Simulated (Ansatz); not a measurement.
In₁₀N₁₁H₂₈⁺, a nanocrystal cut from wurtzite InN (hydrogen-capped). Charge 1, multiplicity 1. Geometry r2SCAN-D4/def2-SVP, basis def2-SVP, Ansatz.

```tsv
run	HOMO (eV)	LUMO (eV)
A	-9.97	-3.53
B	-9.80	-3.66
C	-9.33	-4.01
D	-8.65	-4.54
E	-8.75	-4.69
F	-8.90	-4.32
```

In the def2 sets In takes a core potential; there is no spin–orbit coupling. Single mean-field runs in def2-SVP are fitted with def2-universal-jkfit.

Problem. The runs used LDA (SPW92), PBE, PBE0, r2SCAN, r2SCAN0, r2SCANh. Estimate which is which.

Solution. A r2SCAN0 (25 % exact exchange); B PBE0 (25 % exact exchange); C r2SCANh (10 % exact exchange); D PBE (0 % exact exchange); E LDA (SPW92) (0 % exact exchange); F r2SCAN (0 % exact exchange). Exact exchange lowers occupied and raises empty levels; among semilocal functionals meta-GGAs tend to open the gap a little, and such runs are hard to tell apart. The gap grows from 4.06 eV (LDA (SPW92)) to 6.45 eV (r2SCAN0).
